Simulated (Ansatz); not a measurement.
Species: sum formula H7Si3NOClF, net charge 0, singlet state. 
Coordinates optimised at B3LYP-D3(BJ)/def2-TZVP (Ansatz, an electronic-structure program):
```
Si
F 1 1.5904
O 1 1.6103 2 109.89
Si 3 1.6510 1 144.52 2 -84.75
N 1 1.6902 2 110.65 3 120.74
H 5 1.0110 1 114.22 2 -126.75
Si 5 1.7397 6 117.15 1 176.61
H 7 1.4766 5 106.61 6 -179.93
H 4 1.4767 3 107.17 1 168.54
H 4 1.4781 9 110.07 3 -118.93
H 4 1.4781 9 110.24 10 -121.41
H 7 1.4809 8 110.20 5 120.24
H 7 1.4813 8 110.00 12 119.10
Cl 1 2.0542 2 104.38 3 -117.81
```
Charge 0, spin multiplicity 1.

Basis-set convergence of Hartree-Fock and MP2 correlation energies (hartree) with Ansatz. Cores are frozen in the correlated levels unless marked. Spin-orbit coupling is left out. No relativistic terms.

| basis | functions | E(HF) | E(corr, MP2) |
|---|---|---|---|
| cc-pV(D+d)Z | 169 | -1559.43065 | -0.96172 |
| cc-pV(T+d)Z | 344 | -1559.59189 | -1.24181 |
| cc-pV(Q+d)Z | 631 | -1559.62822 | -1.34701 |

Extrapolating the two largest sets (X = 3 and 4) as X^-3: E(corr) = (64·(-1.34701) - 27·(-1.24181))/37 = -1.4238 Eh, an estimate of the basis-set limit. The largest set recovers 94.6 % of it, the smallest 67.5 %.
